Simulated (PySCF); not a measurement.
A mixed set of molecules.

All values: PBE0/def2-SVPD (PySCF) at GFN2-xTB geometries, gas phase, one conformer each. Core orbitals are frozen in the response; Δα² is half the sum of the squared differences of the principal polarisabilities.

(1) Rank by polarisability anisotropy Δα, lowest first.
A. `[S:1]=[PH2:2][c:3]1[cH:4][cH:5][s:6][cH:7]1` with S1–P2–C3–C4 54°
B. `[CH3:1][C:2](=[O:3])[NH:4][CH:5]([CH3:6])[CH3:7]` with C1–C2–N4–C5 180°, C2–N4–C5–C6 115°
C. `[F:1][CH2:2][CH2:3]/[CH:4]=[N:5]/[SiH3:6]` with F1–C2–C3–C4 180°, C2–C3–C4–N5 1°
D. `Cc1oc(C#N)cp1`
E. `[CH3:1][CH2:2][CH2:3][CH2:4][C:5]([NH2:6])=[O:7]` with C1–C2–C3–C4 180°, C2–C3–C4–C5 180°, C3–C4–C5–N6 180°, C4–C5–N6–H 0° and 180°

(2) Rank by HOMO energy, highest first.
A. `Cc1oc(C#N)cp1`
B. `S=[PH2]C1=CSC=C1`
C. `CCCCC(N)=O`

Answers

(1) B (2.96 Å³), E (4.06 Å³), C (4.75 Å³), A (8.80 Å³), D (9.30 Å³).

(2) B (-6.75 eV), A (-7.20 eV), C (-7.39 eV).

All values together:

| SMILES | formula | μ (D) | HOMO (eV) | LUMO (eV) | α (Å³) | Δα (Å³) | electrons | α per electron (Å³) |
| --- | --- | --- | --- | --- | --- | --- | --- | --- |
| Cc1oc(C#N)cp1 | C5H4NOP | 3.93 | -7.20 | -1.79 | 13.66 | 9.30 | 64 | 0.213 |
| CCCCC(N)=O | C5H11NO | 3.72 | -7.39 | 0.54 | 10.89 | 4.06 | 56 | 0.194 |
| CC(=O)NC(C)C | C5H11NO | 3.79 | -7.26 | 0.41 | 10.93 | 2.96 | 56 | 0.195 |
| FCC/C=N/[SiH3] | C3H8FNSi | 2.12 | -7.15 | -0.75 | 10.92 | 4.75 | 56 | 0.195 |
| S=[PH2]c1ccsc1 | C4H5PS2 | 4.11 | -6.75 | -1.19 | 16.31 | 8.80 | 76 | 0.215 |
| O=Cc1ncccp1 | C5H4NOP | 4.25 | -7.29 | -2.81 | 13.50 | 8.86 | 64 | 0.211 |

Conformers: `[CH3:1][CH2:2][CH2:3][CH2:4][C:5]([NH2:6])=[O:7]` with C1–C2–C3–C4 180°, C2–C3–C4–C5 180°, C3–C4–C5–N6 180°, C4–C5–N6–H 0° and 180°; `[CH3:1][C:2](=[O:3])[NH:4][CH:5]([CH3:6])[CH3:7]` with C1–C2–N4–C5 180°, C2–N4–C5–C6 115°; `[F:1][CH2:2][CH2:3]/[CH:4]=[N:5]/[SiH3:6]` with F1–C2–C3–C4 180°, C2–C3–C4–N5 1°; `[S:1]=[PH2:2][c:3]1[cH:4][cH:5][s:6][cH:7]1` with S1–P2–C3–C4 54°; `[O:1]=[CH:2][c:3]1[n:4][cH:5][cH:6][cH:7][p:8]1` with O1–C2–C3–N4 180°.

Question: How closely does the mean polarisability follow the number of electrons in this set?

Answer: The correlation coefficient is 0.99; α per electron runs from 0.194 to 0.215 Å³.
